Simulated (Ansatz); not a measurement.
Geometry optimisation, Ansatz, RKS revPBE-D4/def2-SVP.

Input:

```yaml
crystal:
  periodic: [false, false, false]
  atoms:
    - { symbol: Zr, position_ang: [-0.097045, 0.129153, -0.064424] }
    - { symbol: O, position_ang: [-0.202653, -0.12104, 1.948024] }
    - { symbol: H, position_ang: [-0.686543, 0.333135, 2.658736] }
    - { symbol: F, position_ang: [1.670753, 0.582352, -0.655271] }
    - { symbol: F, position_ang: [-1.214287, 1.62702, -0.476859] }
    - { symbol: F, position_ang: [-0.859892, -1.369686, -0.994421] }
    - { symbol: S, position_ang: [1.756023, -2.791057, 1.366405] }
    - { symbol: H, position_ang: [0.65588, -3.53967, 1.07562] }
    - { symbol: H, position_ang: [1.016263, -1.950808, 2.183789] }
basis:
  gaussian: { orbitals: def2-SVP }
hamiltonian:
  xc: revpbe
  dispersion: d4
relax:
  f_tol: 0.03
  max_steps: 50
output:
  orbitals: {}
```

Launched with:

```bash
$ ansatz run input.yaml --threads 4 --pin off --max-ram 5120MiB --backend cpu --events-out ev --progress --plain --runs-dir out
```

**Question.** Where does it end, and by what steps?

**Answer.** It converged. After 9 steps the energy has fallen by 0.210 eV; S7 moved furthest, 0.50 Å. Joined: Zr1–S7 (3.74 → 3.06 Å).

```csv
step,energy less start (eV),largest force component (eV/Å),accepted
0,0.0000,1.378,yes
1,-0.0971,0.292,yes
2,-0.1545,0.360,yes
3,-0.1484,0.811,no
4,-0.1789,0.136,yes
5,-0.1972,0.115,yes
6,-0.2040,0.404,yes
7,-0.2085,0.143,yes
8,-0.2077,0.275,no
9,-0.2098,0.016,yes
```

```xyz
9
Properties=species:S:1:pos:R:3
Zr -0.026 -0.051 0.061
O -0.314 -0.024 1.998
H -0.776 0.539 2.640
F 1.740 0.490 -0.505
F -1.106 1.435 -0.506
F -0.862 -1.537 -0.859
S 1.600 -2.455 1.038
H 0.567 -3.325 0.861
H 1.215 -2.172 2.314
```

Whether the end is a true minimum wasn't checked by a vibrational analysis.

Time of the run: 23 s on 4 threads of Arm Neoverse V1 (shared host), peak memory 0.18 GiB.
